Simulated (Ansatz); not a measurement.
C$_{2}$H$_{7}$ClO$_{2}$Si$_{2}$, SMILES `O[SiH](O)/C=C\[SiH2]Cl`. The species carries charge 0 and has multiplicity 1.

```xyz
14

O    -0.8195   -0.6024   -1.4621
Si   -0.4678   -1.4446   -0.0987
O     0.3714   -2.7904   -0.4986
C     0.6695   -0.5029    1.0302
C     0.9301    0.8084    0.9975
Si    0.2784    2.1022   -0.1746
Cl   -1.7983    2.1870   -0.1340
H    -1.5830   -0.0201   -1.4329
H    -1.7359   -1.7870    0.6031
H    -0.0354   -3.4055   -1.1105
H     1.1596   -1.0912    1.8085
H     1.6143    1.2095    1.7483
H     0.6796    1.9104   -1.5842
H     0.7369    3.4266    0.3080
```

Give the diagnostics of a CCSD(T)/def2-TZVPP run (frozen core, Ansatz). (Best estimate.)

Computed: T1 = 0.0114, largest single amplitude 0.011, largest double 0.072, (T) share of the correlation energy 3.9 %, 9 CCSD cycles. The RHF solution is unstable towards an unrestricted one. T1 lies under the customary mark of 0.02 for closed shells.
